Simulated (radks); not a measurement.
Values are calculated unless marked as measured or tabulated.
The mean radii <r> (bohr) of the occupied orbitals of an atom or ion are listed with their occupations. Level of theory: Dirac Kohn-Sham, PBEsol, spin-unpolarised, spherical densities, point nucleus (a radial shooting solver on a logarithmic mesh with Libxc functionals).

orbital  occ.      <r>
1s1/2       2  0.01686
2s1/2       2  0.07046
2p1/2       2  0.05799
2p3/2       4  0.06654
3s1/2       2   0.1833
3p1/2       2   0.1736
3p3/2       4   0.1893
3d3/2       4   0.1648
3d5/2       6   0.1696
4s1/2       2   0.4070
4p1/2       2   0.4094
4p3/2       4   0.4436
4d3/2       4   0.4520
4d5/2       6   0.4632
5s1/2       2   0.9275
4f5/2       6   0.4953
4f7/2       8   0.5023
5p1/2       2    1.004
5p3/2       4    1.104
5d3/2       4    1.571
5d5/2       6    1.657
6s1/2       1    2.845

Name the element and its charge. Open shells, if any, are shared by 2j + 1.

Answer. Z = 79, gold, charge 0: Au in [Xe] 4f14 5d10 6s1. The 1s radius gives Z: for a bare nucleus <r> = (2 gamma + 1)/(2Z) with gamma = sqrt(1 - (Z/c)^2), 0.01667 bohr for Z = 79, and screening makes it slightly larger (0.01686 here). The occupations add up to 79, and the charge is Z minus that.
